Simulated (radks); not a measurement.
Values are calculated unless marked as measured or tabulated.
Fractional charge and spin in the 5s shell of tin: the spin-up occupation runs from 0 to 1 and the spin-down occupation from 0 to 1; the fullest corner is Sn, [Kr] 4d10 5p(up 1, down 1) 5s(up 1, down 1). Level of theory: scalar-relativistic Kohn-Sham, PBEsol, spin-polarised, spherical densities, finite nucleus; Fermi nuclear charge, rms radius of each element as measured or else 0.836 A^(1/3) + 0.57 fm (a radial shooting solver on a logarithmic mesh with Libxc functionals). Energy (eV) above the fullest corner. The planes named below are the two flat planes that join the four corners, with an edge along up + down = one added electron.

down \ up       0     0.5       1
0          37.848  25.016  14.358
0.5        25.016  14.585   6.216
1          14.358   6.216   0.000

Corners above the fullest one (they belong to Sn+ and the next ion): (up 1, down 0) 14.358 eV, (up 0, down 1) 14.358 eV, (up 0, down 0) 37.848 eV. With half an added electron in each spin the energy lies 0.227 eV from the planes, and with half an added electron in spin up alone -1.087 eV. The planes are only a guide here: the flat-plane condition holds for ground states with one frontier orbital, while this shell lies below other occupied shells, so the corners above the fullest one are inner-hole states and not the ground states of those ions.
